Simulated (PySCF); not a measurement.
IO(OH) (singlet). Level of theory: PBE0 in PySCF with I def2-TZVP with ECP28, O def2-TZVP, H def2-TZVP; scalar-relativistic core potentials, no spin–orbit coupling; density-fitted integrals.

Harmonic bands of its minimum:

| ω (cm⁻¹) | IR (km/mol) |
| --- | --- |
| 224 | 6.6 |
| 356 | 111 |
| 598 | 73.3 |
| 834 | 46.8 |
| 1047 | 51.0 |
| 3820 | 108 |

Q: The central atom is I. Infer the point group and assign the bands.

A: C1. The modes span 6a: 224 a, 356 a, 598 a, 834 a, 1047 a, 3820 a. The computed geometry has I–O 1.802 Å, I–O 1.959 Å, O–H 0.965 Å; H–O–I 107.5°, O–I–O 105.3°.

This need not be the most stable arrangement of these atoms.
